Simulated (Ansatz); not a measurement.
Reaction (cleavage of the B–Si bond): `C[SiH](N)BF` + CH₃OH → `COBF` + `C[SiH2]N`

Calculated with Ansatz (gas phase, PBE0-D4/def2-TZVP geometries, no zero-point term in ΔE). CCSD(T)/CBS is the MP2 limit (def2-TZVPP, def2-QZVPP) plus CCSD(T) − MP2 in def2-TZVPP, frozen cores. This one scheme is used for every species. Functionals use def2-TZVPP. B3LYP here is the variant with VWN-RPA as its local correlation; programs differ in this. One conformer a species, not always the lowest.

Question: Is it downhill or uphill in electronic energy at CCSD(T)/CBS, and by how much? (Best estimate.)

Answer: The calculation gave: Downhill: ΔE = -1.96 eV.

Question: What do these levels give: PBE-D4, r2SCAN-D4, B3LYP-D4, ωB97X-V, PBE0, B3LYP, MP2/def2-TZVPP, SCS-MP2/def2-TZVPP, MP2/def2-QZVPP, HF/CBS(def2), MP2/CBS(def2), CCSD/CBS(def2)? (Best estimate.)

Answer: The calculation gave: PBE-D4 -1.85, r2SCAN-D4 -2.00, B3LYP-D4 -1.98, ωB97X-V -1.95, PBE0 -1.91, B3LYP -2.01, MP2/def2-TZVPP -2.04, SCS-MP2/def2-TZVPP -2.04, MP2/def2-QZVPP -2.03, HF/CBS(def2) -2.13, MP2/CBS(def2) -2.02, CCSD/CBS(def2) -1.97 eV.

Largest T1 diagnostic among the species: 0.013.

In def2-TZVPP, CCSD(T) changes the Hartree–Fock value by +0.14 eV (the triples alone add +0.01 eV) and MP2 by +0.08 eV. From PBE to PBE0 (25 % exact exchange), in def2-TZVPP and without D4, ΔE moves by −0.05 eV.
